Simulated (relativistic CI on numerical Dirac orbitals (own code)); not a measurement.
Radial parameters of Mo5+

Calculated at this level of theory: Dirac-Coulomb-Breit CI, separate exchange-only KLI orbitals for each configuration, model QED (radiative potential, 1s self-energy scaled to tabulated hydrogen-like ionisation energies), valence Slater integrals scaled by 0.85, P86 correlation energy added to each configuration (own radial code, finite nucleus).

Slater integrals F^k, G^k are unscaled and averaged over j, outside the closed core [Ar] 3d10; ζ comes from projecting the Hamiltonian with its Breit term on Σ l·s of the shell.

- 4s2.4p6.4d: ζ(4d) = 977.62 cm⁻¹; <r>(4d) = 1.45, <r^2>(4d) = 2.422 (bohr units).
- 4s2.4p6.4f: ζ(4f) = -35.678 cm⁻¹; <r>(4f) = 2.412, <r^2>(4f) = 6.766 (bohr units).
- 4s2.4p6.5p: ζ(5p) = 3086.2 cm⁻¹; <r>(5p) = 2.645, <r^2>(5p) = 7.806 (bohr units).

In this model ζ of a weakly bound d, f or g electron outside closed shells comes out too small, for d by up to a factor of two or three and at times with the wrong sign; that of an outer p electron is too small as well.

Averages of the first 10 configurations, taken without configuration mixing, which lowers the lowest level and can move excited configurations by several eV; other configurations of the list can lie among them:

```json
{"Configuration": "4s2.4p6.4d", "Parity": "even", "States": "10", "Average energy above the lowest level (eV)": "0.7"}
{"Configuration": "4s2.4p6.5s", "Parity": "even", "States": "2", "Average energy above the lowest level (eV)": "16.0"}
{"Configuration": "4s2.4p6.4f", "Parity": "odd", "States": "14", "Average energy above the lowest level (eV)": "36.1"}
{"Configuration": "4s2.4p6.5p", "Parity": "odd", "States": "6", "Average energy above the lowest level (eV)": "24.0"}
{"Configuration": "4s2.4p5.4d2", "Parity": "odd", "States": "270", "Average energy above the lowest level (eV)": "41.6"}
{"Configuration": "4s2.4p6.5d", "Parity": "even", "States": "10", "Average energy above the lowest level (eV)": "35.9"}
{"Configuration": "4s2.4p6.6s", "Parity": "even", "States": "2", "Average energy above the lowest level (eV)": "39.5"}
{"Configuration": "4s2.4p6.6p", "Parity": "odd", "States": "6", "Average energy above the lowest level (eV)": "43.1"}
{"Configuration": "4s.4p6.4d2", "Parity": "even", "States": "90", "Average energy above the lowest level (eV)": "73.8"}
{"Configuration": "4s2.4p5.4d.4f", "Parity": "even", "States": "840", "Average energy above the lowest level (eV)": "76.3"}
```
